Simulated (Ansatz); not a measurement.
Stepwise reaction of `NB(O)O` with hydrogen fluoride, as a gas-phase model of exchange steps in deposition or etching. ΔE in kJ/mol; ΔG adds harmonic PBE0-D4 terms to CCSD(T)/CBS, at 1 bar.

Isolated molecules relaxed with PBE0-D4/def2-TZVP in Ansatz; ΔE leaves out vibrations. CBS: MP2 limit from def2 TZ/QZ plus the TZ coupled-cluster correction, frozen cores. This one scheme is used for every species. Functionals use def2-TZVPP. B3LYP here is the variant with VWN-RPA as its local correlation; programs differ in this. Each species was taken in one conformer, which may not be the lowest.

| step | reaction | PBE-D4 | B3LYP-D4 | ωB97M-V | CCSD(T)/CBS | ΔG(500 K) |
| --- | --- | --- | --- | --- | --- | --- |
| 1 | `NB(O)O` + H–F → `NB(O)F` + H₂O | -21.5 | -23.6 | -22.8 | -20.4 | -24.1 |
| 2 | `NB(O)F` + H–F → `NB(F)F` + H₂O | -28.6 | -30.9 | -30.3 | -27.8 | -28.7 |

(1) By hand: ΔE of the 2 steps together at CCSD(T)/CBS.

Results:

(1) (-20.4) + (-27.8) = -48.2 kJ/mol, or -24.1 kJ/mol a step.

In ΔE each step is lower than the one before. All are downhill at CCSD(T)/CBS. ΔG lies between -28.7 and -24.1 kJ/mol a step. PBE-D4 differs from CCSD(T)/CBS by -1.1 to -0.8 kJ/mol a step. Isolated molecules leave out the surface, adducts and barriers. Largest T1 diagnostic: 0.011.
